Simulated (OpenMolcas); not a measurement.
Si IV: effect of the level shift or regulariser

```
Program             : OpenMolcas
Basis               : ANO-RCC-VTZP [5s4p2d1f]
Scalar Hamiltonian  : DKH2, point nucleus
Active space        : 1 electron in 4 orbitals (3s 3p)
State averaging     : 2S+1 = 2 even, 1 root; 2S+1 = 2 odd, 3 roots
Spin-orbit coupling : state interaction with AMFI integrals over the reference wave functions, term energies averaged over their components
```

Methods on the same reference wave functions:
A. CASSCF
B. SS-CASPT2, IPEA 0.25 Eh, imaginary shift 0.1 Eh (closed shells correlated: 2s 2p)
C. SS-CASPT2, IPEA 0.25 Eh, real shift 0.2 Eh (closed shells correlated: 2s 2p)

Energies in cm⁻¹ above 3s ²S_1/2, the measured ground level; measured values from NIST levels in Kelleher and Podobedova, J. Phys. Chem. Ref. Data 37, 1285 (2008).

```csv
Level,A,B,C,Measured
3s ²S_1/2,0.0,0.0,0.0,0.0
3p ²P°_1/2,70649,70935,70934,71288
3p ²P°_3/2,71022,71307,71307,71749
```

Deviations, from unrounded energies. A percentage is the sum of absolute deviations over the sum of measured energies, with the sign that they share, or ± where signs differ.

```csv
Against measurement,Levels,A,B,C
mean absolute deviation (cm-1),2,680,400,400
other configurations (%),2,-1.0,-0.6,-0.6
```

B, C lie about equally close to measurement and A furthest from it. The largest miss of B in the table is 3p ²P°_3/2, by -440 cm-1. The ranking rests on the paired levels alone, and a cruder setting can come out closer through cancelling errors.

Between B and C no level of the table moves by more than 5 cm-1.

The lowest spin-free term lies below A's lowest term by 0.018 hartree in B, 0.018 hartree in C.

With one active electron the reference holds no correlation, so core polarisation is missing (holds for A). With one active electron, CASPT2 adds the correlation within the correlated inactive shells and between them and that electron, and leaves the splitting within a term as the reference gives it (holds for B; C). Measured partners are found by configuration, term and J. A level has none where our copy of the source lacks it or the pairing is in doubt (some pairs that miss far off the trend of their configuration count as doubtful), and it then counts in no deviation. Levels of configurations outside the active space are missing.

° marks odd parity.
